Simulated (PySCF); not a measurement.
Br3Fe, charge -1, multiplicity 5. Atoms are numbered in the order given.

```xyz
4

Fe     0.0000     0.0000     0.0000
Br     2.3935     0.0000     0.0000
Br    -1.1968     2.0728     0.0000
Br    -1.1968    -2.0728     0.0000
```
Charge -1, spin multiplicity 5.

Geometry: PBE0-D3(BJ)/def2-SVPD. The multiplicity is an assumed one; other spin states were not compared.

The numbers are results of PySCF with PBE/def2-SVPD, not measurements.

Mulliken values depend strongly on the basis, most of all with diffuse functions as here. Atomic charges (e):

| atom | meta-Löwdin | Mulliken | Mulliken spin |
|---|---|---|---|
| Fe1 | ___ | 0.40 | 3.58 |
| Br2 | ___ | -0.47 | 0.14 |
| Br3 | ___ | -0.47 | 0.14 |
| Br4 | ___ | -0.47 | 0.14 |

Complete the blanks. (Estimate from the structure and the level; the computed values follow.)


- Fe1, meta-Löwdin: 0.99
- Br2, meta-Löwdin: -0.66
- Br3, meta-Löwdin: -0.66
- Br4, meta-Löwdin: -0.66
